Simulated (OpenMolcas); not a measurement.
# 2s2 2p2 along the 6-electron sequence

```
Program             : OpenMolcas
Method              : SS-CASPT2, IPEA 0.25 Eh, imaginary shift 0.1 Eh
Basis               : ANO-RCC-VTZP
Scalar Hamiltonian  : DKH2, point nucleus
Spin-orbit coupling : state interaction with AMFI integrals over the reference wave functions, term energies averaged over their components
```

Active space for each ion: 4 electrons in 4 orbitals (2s 2p); closed shells correlated by CASPT2: 1s.

Computed levels in cm-1 above 3P0:

```
                               Level      C     N+    O2+    F3+   Ne4+
                                 3P1   15.1   44.1    106    216    387
                                 3P2   45.0    131    312    630   1116
                                 1D2  10030  15340  20560  25740  30640
                                 1S0  20560  31890  42980  53810  63790
weight of 3P in the lowest level (%)    100    100    100    100    100
```

Measured, with the error of the calculation in %. Measured levels: C, N+ from NIST Handbook of Basic Atomic Spectroscopic Data; O2+ from Moore, Selected Tables of Atomic Spectra, NSRDS-NBS 3, section 11; F3+ from Moore, Atomic Energy Levels, vol. I, NSRDS-NBS 35 (1971 reprint of NBS Circular 467, 1949); Ne4+ from NIST levels in Podobedova, Fuhr, Reader and Wiese, J. Phys. Chem. Ref. Data 33, 525 (2004).

```csv
Level,C,N+,O2+,F3+,Ne4+
3P1,16.4 (-8.1),48.7 (-9.5),113 (-6.6),225 (-4.3),412 (-6.2)
3P2,43.4 (+3.7),131 (+0.1),,613 (+2.7),1110 (+0.5)
1D2,10193 (-1.6),15316 (+0.2),20273 (+1.4),25241 (+2.0),30292 (+1.2)
1S0,21648 (-5.0),32689 (-2.4),43186 (-0.5),53544 (+0.5),63914 (-0.2)
```

The fine-structure level 3P2 changes by a factor of 24.8 from C to Ne4+. Its fourth root runs 2.59, 3.38, 4.20, 5.01, 5.78, with steps per unit of Z of 0.79, 0.82, 0.81, 0.77; equal steps would mean a (Z - σ)^4 law with constant σ.

1D2 changes by a factor of 3.05 over the same range, with steps per unit of Z of +5310, +5220, +5180, +4900 cm-1.

CASPT2 does not keep the components of a term degenerate, so their means are used; among the terms shown or strongly mixed into the levels shown the widest spread is 13 cm-1 (2s2 2p2 1D, C). Over all roots computed the reference weight is 0.93 to 0.99 in C, 0.94 to 0.99 in N+; the roots of lowest weight are the least certain, and an intruder state may touch them. Terms from blocks run as CI alone lack orbitals of their own. Computed and measured levels are paired by configuration, term and J; levels that our copy of the source lacks, or whose pairing is in doubt (as where it misses far off the trend of its configuration), stay unpaired and out of the deviations. Levels of configurations outside the active space are missing.
